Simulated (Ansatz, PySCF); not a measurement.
Species: C2H7Si (charge 0, doublet). It need not be the lowest isomer of its formula. 
Structure (B3LYP-D3(BJ)/def2-TZVP (Ansatz, a quantum-chemistry and plane-wave program) minimum search):
```
Si
H 1 1.4870
H 1 1.4898 2 106.49
C 1 1.8442 2 109.37 3 118.69
H 4 1.0846 1 122.83 2 -44.40
H 4 1.0848 5 114.36 1 178.36
C 1 1.8749 2 110.45 3 -118.72
H 7 1.0916 1 110.96 2 59.33
H 7 1.0917 8 108.05 1 121.86
H 7 1.0920 8 107.90 9 116.60
```
Charge 0, spin multiplicity 2.

Dipole moments at this geometry, in debye (magnitudes).

```tsv
level	program	dipole (D)
PBE/def2-TZVPD	Ansatz	0.72
BLYP/def2-TZVPD	Ansatz	0.69
BHLYP/def2-TZVPD	Ansatz	0.72
r2SCANh/def2-TZVPD	Ansatz	0.75
r2SCAN0/def2-TZVPD	Ansatz	0.75
M06-2X/def2-TZVPD	PySCF	0.66
LC-wPBE/def2-TZVPD	Ansatz	0.76
wB97X-V/def2-TZVPD	Ansatz	0.73
CCSD(T)/aug-cc-pV(D+d)Z	Ansatz	0.70
```
